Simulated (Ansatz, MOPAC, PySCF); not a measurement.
Pair of molecules: H2O (SMILES O) (first 3 atoms) with Si2H6 (SMILES [SiH3][SiH3]); geometry from B3LYP-D3(BJ)/def2-TZVP.
(charge 0, multiplicity 1):
```xyz
11

O      0.5559     0.4866     1.3738
H      1.0048    -0.3071     1.0631
H     -0.2550     0.5437     0.8567
Si    -0.8495    -1.0247     3.7617
Si     0.3124     0.8873     4.4750
H     -1.9161    -0.6754     2.7900
H     -1.5005    -1.7189     4.9029
H      0.0637    -1.9996     3.1139
H     -0.2368     2.1052     3.8369
H      1.7562     0.7702     4.1687
H      0.1700     1.0407     5.9468
```

Counterpoise-corrected where a basis set is named; no monomer relaxation.

The state reached by AM1 isn't checked.

Codes used: Ansatz (Gaussian orbitals); MOPAC for AM1 (differences of heats of formation); PySCF for the dispersion terms. Values without a source in brackets are computed.

Task: One of these levels gives -0.91 kcal/mol for the interaction energy. Which one is it?
A. B3LYP/def2-TZVPPD
B. AM1
C. B3LYP-D3(BJ)/def2-TZVPPD
D. BLYP-D3(BJ)/def2-TZVPPD

Result: A, B3LYP/def2-TZVPPD. The others give 6.53 (AM1), -2.68 (BLYP-D3(BJ)/def2-TZVPPD), -3.08 (B3LYP-D3(BJ)/def2-TZVPPD)

Ansatz is a quantum-chemistry and plane-wave program.
